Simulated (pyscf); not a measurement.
# Addition across a multiple bond or ene-type step: O=SiH–OH + HO–SiH₃ -> HO–SiH(OH)–O–SiH₃

Gas phase, singlet surface, charge 0. Bonds broken: O6–H8. Bonds formed: O1–H8, Si2–O6. Single points on ωB97X-D3(BJ)/def2-SVP structures (PySCF, gas phase).

Transition state (Å):

```xyz
11

O      0.4322    -2.2259     2.0517
Si    -1.0084    -1.6338     1.8571
O     -1.7928    -1.6663     0.3978
H     -2.0675    -1.5378     2.8746
H     -1.2690    -2.0132    -0.3345
O     -0.1614     0.0546     1.8575
Si    -0.2228     1.2125     0.5983
H      0.6217    -0.6663     1.9714
H      0.2369     0.5857    -0.6680
H      0.6773     2.3293     0.9774
H     -1.6349     1.6503     0.5133
```

One imaginary mode, 579i cm⁻¹; descent along it reached the two sides named, in the forms told below.

```tsv
bond	change	reactant side (Å)	saddle	product side
O6–H8	breaks	0.974	1.070	2.7
O1–H8	forms	2.466	1.573	0.963
Si2–O6	forms	1.942	1.889	1.657
```

Electronic energies relative to the separated reactants (kcal/mol):

```csv
level,barrier,reaction energy,reverse barrier
ωB97X-D3(BJ)/def2-TZVP,-19.3,-74.4,55.1
PBE/def2-TZVP,-15.5,-63.2,47.8
r²SCAN/def2-TZVP,-18.3,-70.9,52.6
B3LYP-D3(BJ)/def2-TZVP,-16.6,-69.7,53.1
PBE0-D3(BJ)/def2-TZVP,-19.3,-72.2,52.9
M06-2X/def2-TZVP,-20.5,-76.4,55.9
ωB97M-D3(BJ)/def2-TZVP,-17.3,-71.2,53.8
HF/def2-TZVP,-9.4,-77.7,68.2
```

With ωB97M-D3(BJ)/def2-TZVP energies and thermal terms (ideal gas, 1 atm, RRHO with modes under 100 cm⁻¹ raised to 100, one conformer, R ln 2 for chiral ones without a mode under 150 cm⁻¹), in kcal/mol:

```
T (K)    ΔH‡   ΔG‡     ΔH     ΔG
-----  -----  ----  -----  -----
298    -17.7  -5.2  -69.4  -58.4
600    -17.5   7.4  -68.5  -47.6
900    -17.0  19.8  -67.4  -37.4
1200   -16.4  32.0  -66.2  -27.6
```

On the reactant side the descent ends in an adduct with a O–Si contact, 21.8 kcal/mol under the separated species and 2.5 kcal/mol under the saddle at ωB97X-D3(BJ)/def2-TZVP. At ωB97X-D3(BJ)/def2-TZVP, PBE, r²SCAN, B3LYP-D3(BJ), PBE0-D3(BJ), M06-2X, ωB97M-D3(BJ)/def2-TZVP, HF the saddle lies under the separated reactants, which points to a path from their complex (located at ωB97X-D3(BJ) alone). What is counted as formed (O–Si) is already present as a longer contact in the reactant adduct; forming that adduct is a step of its own. O=SiH–OH lies 9.8 kcal/mol over its isomer HO–Si:–OH [singlet] (electronic energy, ωB97M-D3(BJ)/def2-TZVP). This is the saddle that the search found; another between the same sides may lie lower.
